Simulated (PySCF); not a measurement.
Job file and geometry (Å, from GFN2-xTB) of an NMR shielding run on `C(C)(=O)C1=CC=CC(B(F)F)=C1`, C8H7BF2O, PySCF, GIAO PBE0/pcSseg-1 NMR shielding, non-relativistic, gas phase; density fitting, a coarse starting grid and PySCF grid level 2 are the driver's defaults:

```
$ OMP_NUM_THREADS=1 python probes_run.py task.json out

{"job": {"kind": "nmr", "xc": "PBE0", "basis": "pcSseg-1"}, "charge": 0, "multiplicity": 1}
C     -2.775988     0.886325    -0.165535
C     -2.151925    -0.469868     0.036853
O     -2.821890    -1.468254     0.170248
C     -0.662261    -0.534375     0.067265
C     -0.072713    -1.786352     0.256146
C      1.302144    -1.921041     0.294281
C      2.107573    -0.806971     0.144658
C      1.548178     0.462668    -0.045859
B      2.457206     1.712042    -0.213492
F      3.774914     1.649994    -0.185391
F      1.979080     2.929366    -0.396321
C      0.155457     0.579921    -0.081940
H     -2.480055     1.558135     0.636954
H     -3.858101     0.784868    -0.168493
H     -2.452083     1.311229    -1.112815
H     -0.721037    -2.642700     0.370910
H      1.746458    -2.893964     0.440556
H      3.182818    -0.903259     0.173433
H     -0.267580     1.561487    -0.228920
```

Q: What does the program print?

A: 
```
coarse grid: 17376 points
cycle   1  E = -607.9665964708  dE =  2.071e+00  |g| = 9.806e-01  |ddm| = 4.427e+00
cycle   2  E = -607.5331541849  dE =  4.334e-01  |g| = 1.815e+00  |ddm| = 3.607e+00
cycle   3  E = -608.1321367873  dE = -5.990e-01  |g| = 2.778e-01  |ddm| = 2.913e+00
cycle   4  E = -608.1472882475  dE = -1.515e-02  |g| = 7.443e-02  |ddm| = 3.252e-01
cycle   5  E = -608.1481208470  dE = -8.326e-04  |g| = 2.519e-02  |ddm| = 8.520e-02
cycle   6  E = -608.1482562683  dE = -1.354e-04  |g| = 7.199e-03  |ddm| = 2.708e-02
cycle   7  E = -608.1482677047  dE = -1.144e-05  |g| = 2.915e-03  |ddm| = 8.845e-03
cycle   8  E = -608.1482697425  dE = -2.038e-06  |g| = 5.963e-04  |ddm| = 3.774e-03
final grid: 172896 points
cycle   9  E = -608.2376137162  dE = -7.692e-05  |g| = 1.277e-02  |ddm| = 7.156e-02
cycle  10  E = -608.2375376154  dE =  7.610e-05  |g| = 2.368e-02  |ddm| = 3.740e-02
cycle  11  E = -608.2376464943  dE = -1.089e-04  |g| = 3.003e-03  |ddm| = 2.758e-02
cycle  12  E = -608.2376483422  dE = -1.848e-06  |g| = 3.896e-04  |ddm| = 3.309e-03
cycle  13  E = -608.2376483664  dE = -2.423e-08  |g| = 2.347e-04  |ddm| = 6.928e-04
cycle  14  E = -608.2376483811  dE = -1.470e-08  |g| = 5.914e-05  |ddm| = 3.057e-04
cycle  15  E = -608.2376483820  dE = -8.627e-10  |g| = 1.750e-05  |ddm| = 7.532e-05
converged SCF energy = -608.2376483820

GIAO shielding tensors (ppm)
atom      isotropic    diamagn.    paramagn.     s11        s22        s33       span
  0 C      158.372     253.465     -95.093    141.641    146.222    187.254     45.613
  1 C      -13.051     244.986    -258.037   -103.593    -34.090     98.531    202.124
  2 O     -315.553     399.082    -714.635   -905.983   -396.674    355.997   1261.980
  3 C       47.133     263.693    -216.560    -45.258     22.684    163.973    209.232
  4 C       45.403     250.173    -204.770    -62.267     11.008    187.468    249.735
  5 C       52.883     255.773    -202.890    -56.756     37.220    178.184    234.940
  6 C       38.605     253.220    -214.615    -79.763     17.385    178.194    257.957
  7 C       57.651     256.297    -198.646    -37.559     21.308    189.204    226.762
  8 B       75.940     196.870    -120.930     65.553     77.200     85.067     19.514
  9 F      263.039     465.776    -202.737     98.293    306.754    384.070    285.777
 10 F      264.604     469.154    -204.550    100.187    308.225    385.400    285.213
 11 C       43.175     254.267    -211.092    -61.872     15.602    175.796    237.667
 12 H       28.871      30.658      -1.787     24.799     29.633     32.182      7.382
 13 H       29.269      27.119       2.150     25.297     27.965     34.546      9.248
 14 H       28.863      30.672      -1.809     24.769     29.654     32.166      7.397
 15 H       22.786      33.215     -10.430     18.273     22.974     27.110      8.837
 16 H       23.777      30.265      -6.488     20.034     24.354     26.943      6.909
 17 H       23.278      30.902      -7.623     19.406     22.167     28.262      8.856
 18 H       23.028      35.562     -12.534     18.394     20.933     29.756     11.362
```

Size and cost of the density-fitted run: 239 basis functions, 2.6 min wall time on 1 thread of an Intel Xeon, shared host; peak memory 1.1 GiB.
